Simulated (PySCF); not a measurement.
AsF$_{3}$, triplet (typed; the unrestricted solution is spin-contaminated), at a GFN2-xTB geometry (a higher spin typed on purpose: for a closed-shell molecule this is an excited state); HF/6-31G (PySCF).

Input for PySCF:
```python
from pyscf import gto, scf

mol = gto.M(
    atom='''
F    -1.75854617   -0.86921053    0.20925575
As    0.07555063   -0.21534643    0.07876260
F     1.94209977    0.34601691   -0.01789853
F    -0.46057259    1.31279719   -0.48015343
''',
    basis='6-31g',
    spin=2,
    verbose=4,
)

mf = scf.UHF(mol)
mf.kernel()
```

Output, abridged:

```
PySCF version 2.14.0

[INPUT] verbose = 4
[INPUT] num. atoms = 4
[INPUT] num. electrons = 60
[INPUT] charge = 0
[INPUT] spin (= nelec alpha-beta = 2S) = 2
[INPUT] symmetry False subgroup None
[INPUT] Mole.unit = angstrom
[INPUT] Symbol           X                Y                Z      unit          X                Y                Z       unit  Magmom
[INPUT]  1 F     -1.758546170000  -0.869210530000   0.209255750000 AA   -3.323170638703  -1.642569846288   0.395436057490 Bohr   0.0
[INPUT]  2 As     0.075550630000  -0.215346430000   0.078762600000 AA    0.142769999238  -0.406945774603   0.148839742859 Bohr   0.0
[INPUT]  3 F      1.942099770000   0.346016910000  -0.017898530000 AA    3.670036671881   0.653877194368  -0.033823319732 Bohr   0.0
[INPUT]  4 F     -0.460572590000   1.312797190000  -0.480153430000 AA   -0.870356055582   2.480827146199  -0.907358480471 Bohr   0.0

nuclear repulsion = 296.378750604801
number of shells = 26
number of NR pGTOs = 156
number of NR cGTOs = 54
basis = 6-31g
ecp = {}

******** <class 'pyscf.scf.uhf.UHF'> ********
method = UHF
initial guess = minao
damping factor = 0
level_shift factor = 0
DIIS = <class 'pyscf.scf.diis.CDIIS'>
diis_start_cycle = 1
diis_space = 8
diis_damp = 0
SCF conv_tol = 1e-09
SCF conv_tol_grad = None
SCF max_cycles = 50
direct_scf = True
direct_scf_tol = 1e-13
number electrons alpha = 31  beta = 29
Set gradient conv threshold to 3.16228e-05
init E= -2530.96536862762

cycle= 1 E= -2531.85125649008  delta_E= -0.886  |g|= 0.539  |ddm|= 1.54
cycle= 2 E= -2531.95698865674  delta_E= -0.106  |g|= 0.415  |ddm|= 0.873
cycle= 3 E= -2532.01256396134  delta_E= -0.0556  |g|= 0.0621  |ddm|= 0.241
cycle= 4 E= -2532.01968058104  delta_E= -0.00712  |g|= 0.0392  |ddm|= 0.124
cycle= 5 E= -2532.0231376878  delta_E= -0.00346  |g|= 0.0248  |ddm|= 0.0906
cycle= 6 E= -2532.02503825611  delta_E= -0.0019  |g|= 0.0145  |ddm|= 0.0882
cycle= 7 E= -2532.0256635642  delta_E= -0.000625  |g|= 0.00354  |ddm|= 0.0784
cycle= 8 E= -2532.02567964909  delta_E= -1.61e-05  |g|= 0.00157  |ddm|= 0.00957
cycle= 9 E= -2532.02568488675  delta_E= -5.24e-06  |g|= 0.000855  |ddm|= 0.00391
cycle= 10 E= -2532.02568799871  delta_E= -3.11e-06  |g|= 0.000538  |ddm|= 0.00351
cycle= 11 E= -2532.02568970449  delta_E= -1.71e-06  |g|= 0.000249  |ddm|= 0.00314
cycle= 12 E= -2532.02569003033  delta_E= -3.26e-07  |g|= 0.000101  |ddm|= 0.00186
cycle= 13 E= -2532.02569005637  delta_E= -2.6e-08  |g|= 5.17e-05  |ddm|= 0.000433
cycle= 14 E= -2532.02569006272  delta_E= -6.35e-09  |g|= 2.91e-05  |ddm|= 0.000168
cycle= 15 E= -2532.025690065  delta_E= -2.27e-09  |g|= 1.24e-05  |ddm|= 0.000116
cycle= 16 E= -2532.02569006536  delta_E= -3.63e-10  |g|= 5.18e-06  |ddm|= 5.52e-05
Extra cycle  E= -2532.02569006538  delta_E= -2.18e-11  |g|= 2.96e-06  |ddm|= 6.66e-06
converged SCF energy = -2532.02569006538  <S^2> = 2.1074911  2S+1 = 3.0708247
```
